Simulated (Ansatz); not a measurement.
`C[SiH]1[AlH][SiH2]1`. Charge 0, multiplicity 1. Geometry: relaxed with PBE0-D4/def2-TZVP.

```xyz
11

C     0.220   -0.567   -1.987
Si    0.295   -0.411   -0.116
Al   -0.920   -0.670    1.935
Si    0.068    1.437    1.281
H     1.097   -0.102   -2.442
H     0.188   -1.618   -2.281
H    -0.674   -0.072   -2.371
H     1.537   -1.058    0.438
H    -1.735   -1.534    2.989
H    -1.176    2.163    0.863
H     1.100    2.432    1.691
```

**Question.** What is the dipole moment at r2SCAN/def2-TZVPP? (An estimate is asked.)

**Answer.** Computed: 1.12 D, with components (-0.36, -0.78, -0.73) D in this frame, pointing from negative to positive charge.

**Question.** And with PBE, B3LYP, ωB97M-V? (Best estimate.)

**Answer.** Computed: PBE 1.12 D, B3LYP 1.08 D, ωB97M-V 1.09 D.

**Question.** Give the Mulliken charges with r2SCAN, B3LYP, PBE in def2-TZVPP. (An estimate is asked.)

**Answer.** The calculation gave: 
```
atom  r2SCAN  B3LYP    PBE
  C1   -0.30  -0.38  -0.37
 Si2    0.06   0.11   0.05
 Al3    0.36   0.26   0.26
 Si4    0.00   0.00  -0.04
  H5    0.08   0.10   0.11
  H6    0.08   0.10   0.11
  H7    0.08   0.10   0.11
  H8   -0.08  -0.09  -0.06
  H9   -0.12  -0.09  -0.07
 H10   -0.07  -0.07  -0.05
 H11   -0.08  -0.06  -0.05
```

B3LYP here is the variant with VWN-RPA as its local correlation; programs differ in this.
